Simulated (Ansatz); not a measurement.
Harmonic frequencies (cm⁻¹) at PBE0-D4/def2-TZVP from Ansatz: 69, 96, 124, 215, 234, 378, 468, 608, 724, 744, 2146, 3458.

Q: Which molecule is it?
A. `[SH][InH][SH]`
B. `[OH][In]([F])[F]`
C. `C#[C][In]([F])[Cl]`
D. `[SH][InH2]`

A: C.
